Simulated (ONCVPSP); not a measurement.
# What one change does to a pseudopotential (boron (B), ONCV)

B, optimised norm-conserving Vanderbilt (ONCV), made with ONCVPSP 4.0.1 (BLYP, scalar-relativistic). Core [He], reference 2s1 (charge +2). Waves: 2s: rc 1.30 bohr, ncon 3, nbas 6, qcut 5.4 1/bohr, 3 projectors, debl 1.1 Ha; p scattering state at 0.07 Ha: rc 1.35 bohr, ncon 4, nbas 8, qcut 4.9 1/bohr, 1 projector; d scattering state at 0.28 Ha: rc 1.10 bohr, ncon 4, nbas 8, qcut 7.5 1/bohr, 3 projectors, debl 3.5 Ha. Local part: polynomial inside 1.00 bohr (lpopt 3, dvloc0 -1 Ha). Core correction: polynomial model core, fcfact 0.65.

In the s channel the program set the typed energies aside and used -1.156, 0.250, 1.350 Ha. In the p channel the program set the typed energies aside and used 0.050 Ha.

All-electron outer shells of the reference configuration (BLYP, scalar-relativistic, ld1.x):

```json
{"shell": "1s", "level (eV)": "-211.70", "outermost node (bohr)": "–", "outermost maximum (bohr)": "0.21"}
{"shell": "2s", "level (eV)": "-31.46", "outermost node (bohr)": "0.45", "outermost maximum (bohr)": "1.35"}
```

Change: s: qcut 4.3.

Cutoffs: the cutoffs (Ha) at which the residual kinetic energy of the hardest occupied pseudo-wave falls to 1 and 0.1 mHa per electron; they do not see the model core or the augmentation charge, which bear on the density cutoff. Errors are all-electron minus pseudo energies relative to the spin-unpolarised reference configuration.

Problem. How do hardness, ghosts and transferability respond?

Solution. The potential gets harder (13 Ha and 27 Ha → 22 Ha and 53 Ha); a bound ghost appears in s, which as a rule spoils a file; of the 4 tests that both files solve, the error grows in 2 and shrinks in 1 by more than 15 % and 0.3 meV (median size 24.1 → 25.7 meV).

| quantity | base | changed |
| --- | --- | --- |
| cutoff, loose | 13 Ha | 22 Ha |
| cutoff, tight | 27 Ha | 53 Ha |
| bound ghosts | none | s |
| GHOST(+) flags under 300 eV | none | none |
| error for 2s2 2p1, meV [ΔE -33.52 eV] | -30 | -36 |
| error for 2s2, meV [ΔE -25.35 eV] | +18 | +13 |
| error for 2s2 2p0.5, meV [ΔE -30.67 eV] | -10 | -16 |
| error for 2s0 2p3, meV [ΔE -21.92 eV] | -137 | -120 |
| s: phases at 1.32 bohr within 0.05 rad from the reference energy up to (Ha; the scan ends near 5) | to the end of the scan | to the end of the scan |
| p: phases at 1.37 bohr within 0.05 rad from the reference energy up to (Ha; the scan ends near 5) | 2.6 | 2.6 |
| d: phases at 1.12 bohr within 0.05 rad from the reference energy up to (Ha; the scan ends near 5) | to the end of the scan | to the end of the scan |
| rms error of d²Exc/dni dnj with the model core, mHa | 1.15 | 0.82 |

Base: The cutoffs count occupied waves only; projector 1 of the p channel, the hardest unoccupied one, needs 57 Ha at the loose tolerance. Changed file: The cutoffs count occupied waves only; projector 1 of the p channel, the hardest unoccupied one, needs 57 Ha at the loose tolerance. A true bound ghost makes a file unfit for plane-wave use even where its test errors are small: the radial tests pick states by their node count and pass the ghost by.
